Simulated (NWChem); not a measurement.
System meant: C$_{2}$H$_{5}$NOSi; SMILES C(C[SiH2]O)#N

Here is an NWChem input.

```
start job
memory heap 200 mb stack 900 mb global 1100 mb
geometry units angstroms noautoz
  N      0.329891     2.858324     0.000000
  C     -0.194856     1.825464     0.000000
  C     -0.801329     0.510840     0.000000
  Si     0.489115    -0.875813     0.000000
  O     -0.433897    -2.259313     0.000000
  H     -1.444259     0.392038     0.887514
  H     -1.444259     0.392038    -0.887514
  H      1.343964    -0.762192    -1.218416
  H      1.343964    -0.762192     1.218416
  H      0.016207    -3.108547     0.000000
end
basis spherical
  N library def2-svp
  C library def2-svp
  Si library def2-svp
  O library def2-svp
  H library def2-svp
end
dft
  xc xpbe96 cpbe96
  iterations 4
  mulliken
end
task dft energy
```

End of the output:

```
    Atom       Charge   Shell Charges
 -----------   ------   -------------------------------------------------------
    1 N    7     7.10   1.98  0.86  0.59  2.10  1.52  0.05
    2 C    6     6.04   1.97  0.64  0.31  1.86  1.15  0.11
    3 C    6     6.23   1.96  0.59  0.32  1.95  1.34  0.06
    4 Si  14    13.47   2.00  1.93  0.65  0.32  5.81  1.28  1.00  0.48
    5 O    8     8.19   1.97  0.87  0.60  2.70  2.03  0.01
    6 H    1     0.93   0.61  0.24  0.07
    7 H    1     0.93   0.61  0.24  0.07
    8 H    1     1.10   0.65  0.43  0.02
    9 H    1     1.10   0.65  0.43  0.02
   10 H    1     0.91   0.56  0.17  0.18

 center of mass
 --------------
 x =   0.00114452 y =   0.08347416 z =   0.00000000

 moments of inertia (a.u.)
 ------------------
         986.928074569646          -0.000000000000           0.000000000000
          -0.000000000000         113.293225178200           0.000000000000
           0.000000000000           0.000000000000        1067.510368360581

     Multipole analysis of the density
     ---------------------------------

     L   x y z        total         alpha         beta         nuclear
     -   - - -        -----         -----         ----         -------
     0   0 0 0     -0.000000    -23.000000    -23.000000     46.000000

     1   1 0 0     -0.284604     -0.142302     -0.142302     -0.000000
     1   0 1 0     -1.844387     -0.922194     -0.922194      0.000000
     1   0 0 1      0.000000      0.000000      0.000000      0.000000

     2   2 0 0    -27.401384    -44.940984    -44.940984     62.480584
     2   1 1 0     -4.178181      0.866533      0.866533     -5.911247
     2   1 0 1     -0.000000     -0.000000     -0.000000      0.000000
     2   0 2 0    -32.792007   -268.936687   -268.936687    505.081366
     2   0 1 1     -0.000000     -0.000000     -0.000000      0.000000
     2   0 0 2    -27.589310    -21.908894    -21.908894     16.228478

 ------------------------------------------------------------------------
 dft energy failed                                                                                  0
 ------------------------------------------------------------------------
 ------------------------------------------------------------------------
  current input line :
    27: task dft energy
 ------------------------------------------------------------------------
 ------------------------------------------------------------------------
 This type of error is most commonly associated with calculations not reaching convergence criteria
 ------------------------------------------------------------------------
 For more information see the NWChem manual at https://nwchemgit.github.io

0:dft energy failed:Received an Error in Communication
```

**Question.** Can this run be used? If not, why, and what is the fix?

**Answer.** The run did not converge; its last values are not results. Cause: the SCF was allowed too few iterations. This input runs:
```
start job
memory heap 200 mb stack 900 mb global 1100 mb
geometry units angstroms noautoz
  N      0.329891     2.858324     0.000000
  C     -0.194856     1.825464     0.000000
  C     -0.801329     0.510840     0.000000
  Si     0.489115    -0.875813     0.000000
  O     -0.433897    -2.259313     0.000000
  H     -1.444259     0.392038     0.887514
  H     -1.444259     0.392038    -0.887514
  H      1.343964    -0.762192    -1.218416
  H      1.343964    -0.762192     1.218416
  H      0.016207    -3.108547     0.000000
end
basis spherical
  * library def2-svp
end
dft
  xc xpbe96 cpbe96
  iterations 150
  mulliken
end
task dft energy
```
It converges to -498.06279 Ha (PBE/def2-SVP).
